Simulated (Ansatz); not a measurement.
A structure relaxed at PBE0-D4/def2-TZVP, charge 0, multiplicity 1:

```xyz
7

O    -0.492   -0.598    1.543
Ti    0.351   -0.061    0.095
F     1.712    0.976    0.483
F     0.925   -1.399   -0.880
S    -1.221    1.104   -1.083
H    -0.930   -1.361    1.922
H    -0.345    1.338   -2.081
```

Question: Give its formula and SMILES.

Answer: F2H2OSTi, `[OH][Ti]([F])([F])[SH]`.

Question: Summarise the bond lengths by kind.

Answer: 1 × O–Ti 1.759 Å; 1 × H–O 0.958 Å; 2 × F–Ti 1.752 to 1.754 Å; 1 × S–Ti 2.285 Å; 1 × H–S 1.348 Å.

All numbers were calculated with Ansatz.
